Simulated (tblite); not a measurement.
Species: C₆H₉BO₂Si.
SMILES with atom numbers: `[CH3:1][C:2]#[C:3][B:4]1[O:5][CH2:6][O:7][CH:8]=[C:9]1[SiH3:10]` (hydrogens: H11, H12, H13 on C1; H14, H15 on C6; H16 on C8; H17, H18, H19 on Si10)

Computed with GFN2-xTB (tblite), gas phase: L-BFGS steps from a force-field or distance-geometry start until the largest atomic force falls under 0.01 eV/Å.

Step 4: E = -774.8636 eV
```
atom  x, y, z in Å  |  force x, y, z in eV/Å
C1      3.5442   -1.1655    0.4575   -0.139   0.030  -0.027
C2      2.1630   -0.9401    0.0732    1.152  -0.208   0.268
C3      1.0288   -0.7569   -0.2692   -0.911   0.037  -0.678
B4     -0.4409   -0.5355   -0.5648    0.340   0.298   0.198
O5     -1.3188   -1.5955   -0.7521    0.039  -0.255   0.194
C6     -2.3588   -1.5316    0.1491   -0.135   0.081   0.250
O7     -3.0983   -0.3183    0.1660    0.131   0.004  -0.028
C8     -2.3844    0.8284   -0.0354    0.098  -0.077   0.009
C9     -1.0877    0.8663   -0.3726    0.103   0.061   0.224
Si10   -0.1389    2.4896   -0.4436   -0.137  -0.196   0.001
H11     4.0617   -1.7164   -0.3248   -0.019  -0.036  -0.097
H12     3.6001   -1.7491    1.3734   -0.100  -0.047   0.077
H13     4.0614   -0.2232    0.6184   -0.021   0.127  -0.006
H14    -1.9283   -1.7079    1.1637   -0.174   0.247   0.068
H15    -3.0673   -2.3525   -0.0144   -0.083   0.202  -0.368
H16    -2.9692    1.7297    0.1394   -0.207  -0.336  -0.059
H17     0.4168    2.7624    0.8871    0.014   0.042  -0.013
H18    -1.0369    3.5775   -0.8448   -0.008  -0.011   0.026
H19     0.9437    2.3479   -1.4134    0.056   0.035  -0.041
```

Step 5: E = -774.9016 eV
```
atom  x, y, z in Å  |  force x, y, z in eV/Å
C1      3.5369   -1.1635    0.4561    0.134  -0.021   0.055
C2      2.1647   -0.9423    0.0718    0.398  -0.068   0.020
C3      1.0310   -0.7623   -0.2919   -0.080  -0.053  -0.371
B4     -0.4316   -0.5359   -0.5472    0.090   0.212  -0.025
O5     -1.3075   -1.5950   -0.7340   -0.041  -0.182   0.161
C6     -2.3646   -1.5192    0.1518    0.042  -0.101   0.141
O7     -3.1016   -0.3172    0.1736    0.201   0.086  -0.169
C8     -2.3783    0.8193   -0.0372    0.047  -0.077   0.056
C9     -1.0802    0.8614   -0.3662    0.003   0.106   0.278
Si10   -0.1409    2.4857   -0.4443   -0.057  -0.087  -0.001
H11     4.0589   -1.7135   -0.3213    0.010  -0.083  -0.170
H12     3.5979   -1.7477    1.3702   -0.117  -0.067   0.127
H13     4.0601   -0.2253    0.6173   -0.029   0.182   0.005
H14    -1.9369   -1.6938    1.1583   -0.151   0.141   0.316
H15    -3.0651   -2.3337   -0.0297   -0.216  -0.003  -0.336
H16    -2.9783    1.6999    0.1373   -0.247   0.008  -0.066
H17     0.4175    2.7645    0.8869   -0.001   0.029  -0.048
H18    -1.0379    3.5782   -0.8437    0.009  -0.053   0.032
H19     0.9461    2.3495   -1.4150    0.007   0.033  -0.004
```

Step 6: E = -774.9215 eV
```
atom  x, y, z in Å  |  force x, y, z in eV/Å
C1      3.5361   -1.1629    0.4563    0.247  -0.048   0.069
C2      2.1680   -0.9438    0.0702   -0.051   0.011  -0.138
C3      1.0351   -0.7665   -0.3085    0.343  -0.080  -0.191
B4     -0.4260   -0.5329   -0.5389   -0.046   0.042  -0.116
O5     -1.3023   -1.5974   -0.7220    0.014  -0.043   0.164
C6     -2.3668   -1.5152    0.1553    0.088  -0.184   0.049
O7     -3.1001   -0.3155    0.1745    0.153   0.044  -0.199
C8     -2.3742    0.8142   -0.0372   -0.095   0.037   0.099
C9     -1.0766    0.8605   -0.3581    0.054   0.076   0.251
Si10   -0.1428    2.4824   -0.4447    0.023   0.019   0.001
H11     4.0576   -1.7134   -0.3224    0.019  -0.073  -0.140
H12     3.5948   -1.7481    1.3707   -0.101  -0.051   0.109
H13     4.0589   -0.2233    0.6167   -0.037   0.149   0.008
H14    -1.9439   -1.6843    1.1613   -0.158   0.058   0.392
H15    -3.0676   -2.3241   -0.0432   -0.221  -0.057  -0.263
H16    -2.9871    1.6849    0.1350   -0.209   0.118  -0.083
H17     0.4179    2.7661    0.8859   -0.005   0.024  -0.061
H18    -1.0383    3.5776   -0.8426    0.009  -0.070   0.031
H19     0.9474    2.3509   -1.4158   -0.028   0.027   0.019
```

Question: Estimate the geometry and energy of step 7. (The exact step hangs on the optimiser's Hessian estimate; all steps are aligned on step 6, rigid shifts and turns removed.)

Answer: E = -774.9507 eV, largest force 0.688 eV/Å
```
atom  x, y, z in Å  |  force x, y, z in eV/Å
C1      3.5400   -1.1632    0.4577    0.260  -0.060   0.042
C2      2.1750   -0.9464    0.0652   -0.491   0.089  -0.313
C3      1.0460   -0.7741   -0.3385    0.684  -0.068   0.017
B4     -0.4182   -0.5279   -0.5292   -0.110  -0.195  -0.173
O5     -1.2934   -1.6016   -0.7007    0.111   0.117   0.179
C6     -2.3689   -1.5141    0.1621    0.105  -0.216  -0.056
O7     -3.0949   -0.3130    0.1714   -0.017  -0.085  -0.189
C8     -2.3712    0.8094   -0.0346   -0.032   0.167   0.076
C9     -1.0693    0.8609   -0.3404   -0.061   0.002   0.224
Si10   -0.1450    2.4780   -0.4451    0.146   0.173   0.013
H11     4.0561   -1.7148   -0.3269    0.047  -0.035  -0.042
H12     3.5880   -1.7499    1.3741   -0.047  -0.004   0.042
H13     4.0563   -0.2170    0.6162   -0.035   0.043   0.014
H14    -1.9582   -1.6691    1.1748   -0.207  -0.087   0.367
H15    -3.0761   -2.3108   -0.0690   -0.142  -0.079  -0.102
H16    -3.0044    1.6649    0.1295   -0.146   0.268  -0.101
H17     0.4184    2.7690    0.8830    0.002   0.026  -0.056
H18    -1.0387    3.5752   -0.8403   -0.005  -0.073   0.019
H19     0.9487    2.3536   -1.4167   -0.064   0.017   0.038
```

The energy changes by -0.0292 eV. The first-order estimate −F·Δx gives -0.0414 eV and the mean of the old and new forces, exact on a quadratic surface, -0.0292 eV. The step makes an angle of 53° with the force vector and moves no atom by more than 0.033 Å.

The cost below is that of the whole relaxation. Hardware: Arm Neoverse N1, one thread, shared host with 64 logical CPUs at a one-minute load of 60. Cost: 1.6 s.
